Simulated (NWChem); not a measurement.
# CaHSCl; SMILES [Ca]([SH])[Cl]

```xyz
4

Ca     0.3210    -0.0421     0.0064
Cl    -0.1687    -2.4409    -0.0054
S     -0.1298     2.4962    -0.0087
H     -1.4742     2.3975     0.1018
```
Atoms are numbered in this order, from 1.

Results from NWChem. Geometry: optimised at PBE0/def2-SVP. LC-ωPBE (HJS hole) with def2-SVP; x = 1 − exp(−ω/0.25 bohr⁻¹) is a scale chosen for this fit.

```
row           x  −ε(HOMO) (eV)
--------  -----  -------------
ω = 0.10  0.330           6.87
ω = 0.15  0.451           7.49
ω = 0.25  0.632           8.44
ω = 0.35  0.753           9.07
ω = 0.40  0.798       withheld
```

Question: Fit a straight line of the last column on the one before it, predict the withheld value, and compare with the run.

Answer: 
1. Means of the 4 shown rows: x = 0.5415, y = 7.967. Slope Σ(x − x̄)(y − ȳ)/Σ(x − x̄)² = 0.5513/0.1058 = 5.208; intercept 5.147.
2. The shown rows scatter about the line by 0.004 (root mean square); the largest residual is -0.01, at ω = 0.15.
3. At x = 0.798 (ω = 0.40; beyond the shown range) the line gives 9.30.
4. The run gives 9.30, 0.00 from the line.
